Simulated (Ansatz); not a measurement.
Geometry optimisation, RKS B3LYP/def2-SVP in Ansatz.

Input file:

```yaml
crystal:
  periodic: [false, false, false]
  atoms:
    - { symbol: W, position_ang: [-0.012363, -0.220187, 0.071779] }
    - { symbol: H, position_ang: [-0.235124, 0.009335, 1.757844] }
    - { symbol: O, position_ang: [1.750374, -0.378078, 0.830297] }
    - { symbol: H, position_ang: [2.155061, 0.436204, 1.16788] }
    - { symbol: O, position_ang: [0.579065, 1.597348, -0.068316] }
    - { symbol: H, position_ang: [0.013924, 2.175802, -0.609479] }
    - { symbol: O, position_ang: [-1.902826, 0.037926, 0.255677] }
    - { symbol: H, position_ang: [-2.276907, 0.116947, 1.142494] }
    - { symbol: O, position_ang: [0.088493, -2.089838, 0.041091] }
    - { symbol: H, position_ang: [0.824285, -2.716031, 0.08559] }
    - { symbol: F, position_ang: [-0.496582, -0.047628, -1.780158] }
basis:
  gaussian: { orbitals: def2-SVP }
hamiltonian:
  xc: b3lyp
relax:
  f_tol: 0.03
  max_steps: 50
```

Launched with:

```bash
$ ansatz run input.yaml --threads 4 --pin off --max-ram 5120MiB --backend cpu --events-out ev --progress --plain --runs-dir out
```

**Question.** Where does it end, and by what steps?

**Answer.** The run converged. The force dipped under the threshold on the way, but the program's further checks kept it going. After 17 steps the energy has fallen by 0.045 eV; H8 moved furthest, 0.34 Å.

```tsv
step	energy less start (eV)	largest force component (eV/Å)	accepted
0	0.0000	0.382	yes
1	0.0247	0.735	no
2	-0.0295	0.092	yes
3	-0.0315	0.058	yes
4	-0.0323	0.048	yes
5	-0.0335	0.045	yes
6	-0.0340	0.078	yes
7	-0.0348	0.029	yes
8	-0.0355	0.025	yes
9	-0.0354	0.320	no
10	-0.0376	0.088	yes
11	-0.0391	0.248	yes
12	-0.0393	0.300	yes
13	-0.0418	0.251	yes
14	-0.0433	0.129	yes
15	-0.0444	0.065	yes
16	-0.0447	0.038	yes
17	-0.0448	0.019	yes
```

```xyz
11
Properties=species:S:1:pos:R:3
W -0.057 -0.178 0.117
H -0.319 0.269 1.749
O 1.714 -0.449 0.822
H 2.197 0.359 1.052
O 0.643 1.614 -0.020
H 0.281 2.132 -0.756
O -1.954 -0.164 0.308
H -2.398 -0.205 1.165
O 0.028 -2.064 0.066
H 0.851 -2.573 0.104
F -0.497 0.181 -1.713
```

Whether the end is a true minimum wasn't checked by a vibrational analysis.

Time of the run: 53 s on 4 threads of Arm Neoverse V1, with other jobs on the host, peak memory 0.33 GiB.
